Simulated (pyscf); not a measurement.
**H₂N–SiH₂–NH–SiH₃, singlet**

Gas-phase minimum from PySCF at ωB97X-D3(BJ)/def2-SVP, one conformer. 

```xyz
12

N     -2.6692    -0.4961    -1.8959
Si    -0.9510    -0.5481    -2.0635
N     -0.2445    -1.2352    -0.6323
Si     1.1254    -0.6865     0.2871
H     -3.2693    -0.6173    -2.7037
H     -3.1202     0.0514    -1.1710
H     -0.7310    -1.3526    -3.3038
H     -0.2541     0.7646    -2.2225
H     -0.6687    -2.1092    -0.3273
H      1.4259     0.7133    -0.1239
H      2.3521    -1.5159     0.0746
H      0.8242    -0.7237     1.7509
```

Bond lengths (Å): N1–Si2 1.727, N1–H5 1.014, N1–H6 1.014, Si2–N3 1.738, Si2–H7 1.495, Si2–H8 1.495, N3–Si4 1.739, N3–H9 1.018, Si4–H10 1.489, Si4–H11 1.496, Si4–H12 1.495. Angles (°): Si2–N1–H5 120.5, Si2–N1–H6 121.9, H5–N1–H6 111.8, N1–Si2–N3 109.7, N1–Si2–H7 104.1, N1–Si2–H8 116.6, N3–Si2–H7 114.3, N3–Si2–H8 104.2, H7–Si2–H8 108.4, Si2–N3–Si4 129.1, Si2–N3–H9 114.6, Si4–N3–H9 116.2, N3–Si4–H10 108.0, N3–Si4–H11 113.3 (the first ones only).

Properties at ωB97X-D3(BJ)/def2-SVP:

* **Harmonic wavenumbers, unscaled**: 57, 60, 181, 211, 304, 359, 453, 588, 630, 709, 740, 816, 866, 886, 944, 948, 971, 983, 998, 1024, 1216, 1549, 2224, 2226, 2239, 2244, 2273, 3618, 3626, 3725 cm⁻¹
* **Zero-point energy**: 53.9 kcal/mol
* **Rotational symmetry number**: 1
* **Entropy of this conformer at 298 K and 1 atm, rigid rotor and harmonic oscillator, modes under 100 cm⁻¹ raised to 100**: 347.3 J/(mol K)
* **Dipole moment**: 1.75 D

Single-point totals, which compare only within one level:

```json
[
 {"level": "ωB97X-D3(BJ)/def2-TZVP", "total energy (hartree)": "-693.54276"},
 {"level": "PBE/def2-TZVP", "total energy (hartree)": "-692.99052"},
 {"level": "r²SCAN/def2-TZVP", "total energy (hartree)": "-693.32458"},
 {"level": "B3LYP-D3(BJ)/def2-TZVP", "total energy (hartree)": "-693.51129"},
 {"level": "PBE0-D3(BJ)/def2-TZVP", "total energy (hartree)": "-693.07126"},
 {"level": "M06-2X/def2-TZVP", "total energy (hartree)": "-693.34988"},
 {"level": "ωB97M-D3(BJ)/def2-TZVP", "total energy (hartree)": "-693.55739"}
]
```

Soft torsions are taken as harmonic, which can shift the entropy by several J/(mol K).
